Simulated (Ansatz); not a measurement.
Species: dimethyl-bis(methylsulfanyl)silane, C₄H₁₂S₂Si, charge 0, multiplicity 1. SMILES: S(C)[Si](C)(SC)C
Geometry from a B3LYP-D3(BJ)/def2-TZVP (Ansatz, a first-principles code) optimisation:
```xyz
19

C      2.1742     1.4097     0.0689
S      1.0335     0.8511    -1.2498
Si    -0.0405    -0.6995    -0.2228
C     -1.2850    -1.3218    -1.4712
C      1.0894    -2.0541     0.3958
S     -0.9797     0.0773     1.5455
C     -2.0109     1.4099     0.8293
H      2.6306     2.3349    -0.2764
H      1.6245     1.5969     0.9893
H      2.9537     0.6715     0.2454
H     -1.8833    -2.1240    -1.0353
H     -0.7784    -1.7094    -2.3576
H     -1.9598    -0.5263    -1.7895
H      0.5157    -2.8261     0.9129
H      1.8330    -1.6638     1.0919
H      1.6145    -2.5154    -0.4425
H     -1.4141     2.0347     0.1675
H     -2.3790     2.0083     1.6599
H     -2.8571     0.9953     0.2855
```
Charge 0, spin multiplicity 1.

Quantity: vertical triplet-singlet gap (E(triplet) - E(singlet); each state is the SCF solution reached for its spin), in kJ/mol. Cores are frozen in the correlated levels unless marked. UHF or UKS for open shells. No spin-orbit coupling. No relativistic terms. 

| level | program | vertical triplet-singlet gap (kJ/mol) |
|---|---|---|
| HF/aug-cc-pV(D+d)Z | Ansatz | 501.3 |
| HF/aug-cc-pV(T+d)Z | Ansatz | 496.2 |
| SVWN5/def2-TZVPD | Ansatz | 453.2 |
| PBE/def2-TZVPD | Ansatz | 451.0 |
| r2SCAN/def2-TZVPD | Ansatz | 478.8 |
| B3LYP/def2-TZVPD | Ansatz | 487.5 |
| PBE0/def2-TZVPD | Ansatz | 489.1 |
| BHLYP/def2-TZVPD | Ansatz | 506.8 |
| CAM-B3LYP/def2-TZVPD | Ansatz | 505.5 |
| wB97M-V/def2-TZVPD | Ansatz | 519.9 |
| wB97X-V/def2-TZVPD | Ansatz | 526.4 |
| B2PLYP/def2-TZVPD | Ansatz | 503.3 |
| MP2/aug-cc-pV(D+d)Z | Ansatz | 525.0 |
| RI-MP2/aug-cc-pV(T+d)Z | Ansatz | 524.5 |
| SCS-MP2/aug-cc-pV(D+d)Z | Ansatz | 534.5 |
| CCSD/aug-cc-pV(D+d)Z | Ansatz | 516.8 |
| CCSD(T)/aug-cc-pV(D+d)Z | Ansatz | 513.3 |
